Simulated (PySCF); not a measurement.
A structure optimised at PBE0-D3(BJ)/def2-SVP, used in a PySCF frequency run:

```
C
C 1 1.3307
F 2 1.3174 1 125.07
F 2 1.3174 3 109.86 1 180.00
C 1 1.4968 2 120.81 3 180.00
H 5 1.0975 1 112.27 2 0.00
H 5 1.1030 6 108.15 1 122.33
H 5 1.1030 6 108.15 7 115.34
C 1 1.4968 2 120.81 3 0.00
H 9 1.0975 1 112.27 2 0.00
H 9 1.1030 10 108.15 1 -122.33
H 9 1.1030 10 108.15 11 -115.34
```
Charge 0, spin multiplicity 1.

**Question.** Write its SMILES, formula and point group.

**Answer.** CC(C)=C(F)F, C4H6F2, C2v

**Question.** What are its rotational constants (standard atomic weights)?

**Answer.** 4.8692, 3.2054, 1.9809 GHz
